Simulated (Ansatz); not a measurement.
`BOCC` + NH₃ → `BN` + `CCO` at 600 K and 1 bar (ligand exchange at a B–O bond).

Program: Ansatz. Geometries: PBE0-D4/def2-TZVP. ΔE: electronic, gas phase. CCSD(T)/CBS adds triple-zeta CCSD(T) − MP2 to the extrapolated MP2 energy (def2 sets, frozen cores). This one scheme is used for every species. Each species was taken in one conformer, which may not be the lowest.

```tsv
species	CCSD(T)/CBS energy (Eh)	H − E (kJ/mol)	S (J/(mol·K))
`BOCC`	-180.31191	292.8	376.1
NH₃	-56.50880	112.4	219.5
`BN`	-81.93499	155.9	270.2
`CCO`	-154.88256	250.6	328.9
```

H − E and S are ideal-gas, rigid-rotor, harmonic terms from PBE0-D4/def2-TZVP, for one conformer and one mirror image of each species. 1 Eh = 2625.50 kJ/mol, R = 8.31446 J/(mol·K).

Question: By hand: ΔE, ΔH, ΔS and ΔG.

Answer: ΔE = (-81.93499) + (-154.88256) − (-180.31191) − (-56.50880) = 0.00316 Eh = 8.3 kJ/mol. Δ(H − E) = 155.9 + 250.6 − 292.8 − 112.4 = 1.3, so ΔH = 9.6 kJ/mol. ΔS = 270.2 + 328.9 − 376.1 − 219.5 = 3.5 J/(mol·K). ΔG = 9.6 − 600 × (3.5)/1000 = 7.5 kJ/mol.

Question: By hand: the equilibrium constant, and the temperature at which ΔG would vanish if ΔH and ΔS stayed fixed.

Answer: log₁₀ K = −ΔG/(RT ln 10) = -0.7. ΔG = 0 at ΔH/ΔS = 2743 K, far beyond where these terms or the molecules hold.

The number of gas molecules stays the same, so ΔS is small and ΔH decides. A doubt of 5 kJ/mol in ΔE shifts log₁₀ K by 0.4 here. Other conformers and mirror images would add mixing entropy, several J/(mol·K) or more a flexible species. These are equilibria of isolated gas molecules and say nothing of rates. Largest T1 diagnostic: 0.013 (customary marks: 0.02 for closed shells, 0.045 for open ones).
